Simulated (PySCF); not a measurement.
# Two probes of the same atoms: core binding energy and nuclear shielding

Compound: C₆H₁₆AlN.
SMILES with atom numbers: `[CH3:1][Al@@H-:2]1[CH2:3][CH2:4][CH2:5][N+:6]1([CH3:7])[CH3:8]`

Geometry (PBE0-D3(BJ)/def2-SVP, Å), atoms numbered from 1 in this order:
```
atom  x, y, z in Å
C1    -1.7441    1.9788    0.7079
Al2   -1.3287    0.4131   -0.4305
C3    -1.5576   -1.4618    0.2453
C4    -0.1454   -2.0236    0.4713
C5     0.8651   -1.3310   -0.4363
N6     0.7532    0.1425   -0.3298
C7     1.2609    0.6200    0.9590
C8     1.4604    0.8087   -1.4240
H9    -1.5574    1.8032    1.7814
H10   -1.1881    2.8877    0.4176
H11   -2.8141    2.2366    0.6165
H12   -1.5235    0.6113   -2.0216
H13   -2.1635   -1.5508    1.1614
H14   -2.0788   -2.0584   -0.5233
H15    0.1622   -1.8954    1.5233
H16   -0.0716   -3.1092    0.2821
H17    0.6465   -1.5868   -1.4861
H18    1.9080   -1.6391   -0.2296
H19    1.1484    1.7102    1.0181
H20    0.6889    0.1762    1.7833
H21    2.3273    0.3569    1.0804
H22    1.0545    0.4681   -2.3853
H23    1.3091    1.8951   -1.3539
H24    2.5440    0.5958   -1.3846
```

Binding energies: delta-SCF UKS SCAN, pcX-2 on the ionised atom, pcseg-1 elsewhere, spin-free X2C in PySCF. Shieldings: GIAO B97-2/pcSseg-1, non-relativistic, same geometry.

| atom | C 1s (eV) |
| --- | --- |
| C1 | 288.80 |
| C3 | 288.77 |
| C4 | 290.46 |
| C5 | 291.61 |
| C7 | 291.95 |
| C8 | 291.94 |

Task: What are the absolute isotropic shieldings of these atoms?

Result: 
```json
{"atom": "C3", "environment": "ring CH2 carbon", "C 1s (eV)": "288.77", "isotropic shielding (ppm)": "181.0"}
{"atom": "C1", "environment": "methyl carbon", "C 1s (eV)": "288.80", "isotropic shielding (ppm)": "195.5"}
{"atom": "C4", "environment": "ring CH2 carbon", "C 1s (eV)": "290.46", "isotropic shielding (ppm)": "157.6"}
{"atom": "C5", "environment": "sp3 carbon bound to nitrogen", "C 1s (eV)": "291.61", "isotropic shielding (ppm)": "119.8"}
{"atom": "C8", "environment": "N-methyl carbon", "C 1s (eV)": "291.94", "isotropic shielding (ppm)": "135.5"}
{"atom": "C7", "environment": "N-methyl carbon", "C 1s (eV)": "291.95", "isotropic shielding (ppm)": "141.3"}
```

Over these 6 sites the two quantities correlate at r = -0.93. By binding energy: C3 ≈ C1 < C4 < C5 < C8 ≈ C7. By shielding: C5 < C8 < C7 < C4 < C3 < C1.

The structure is a single PBE0-D3(BJ)/def2-SVP conformer in the gas phase; no vibrational or solvent corrections.
